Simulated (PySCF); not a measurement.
Screening by computed properties: pick the candidate that meets the target.

Species are written as SMILES; each is one conformer at its optimised geometry, gas phase, non-relativistic unless stated. Electronic properties by PySCF.

The conformers computed, where there is a choice (atom-mapped SMILES and torsion angles):
- `[CH2:1]=[CH:2]/[C:3]([F:4])=[C:5](\[F:6])[CH:7]=[CH2:8]`: C1–C2–C3–F4 0°, C3–C5–C7–C8 180°
- `[CH2:1]=[CH:2]/[C:3]([F:4])=[CH:5]\[CH:6]=[CH:7]/[F:8]`: C1–C2–C3–F4 0°, C3–C5–C6–C7 180°

Task: Wanted: HOMO–LUMO gap below 6.9 eV (CAM-B3LYP/def2-SVPD) and smallest rotational constant below 1.28 GHz (GFN2-xTB), at GFN2-xTB geometries. Which candidate meets both?
A. `FC1(C(=CC=C1)C)F`
B. `C(=C(\C=C)F)(/C=C)F`
C. `C=C/C(F)=C\C=C/F`
D. `FC1=CC[C@H](F)C=C1`
E. `FC1=C(F)CC=CC1`

Result: B. Computed values:
```csv
species,HOMO–LUMO gap,smallest rotational constant
C(=C(\C=C)F)(/C=C)F,6.86 eV,0.993 GHz
C=C/C(F)=C\C=C/F,6.97 eV,0.775 GHz
FC1(C(=CC=C1)C)F,7.43 eV,1.641 GHz
FC1=CC[C@H](F)C=C1,7.81 eV,1.309 GHz
FC1=C(F)CC=CC1,9.59 eV,1.253 GHz
```
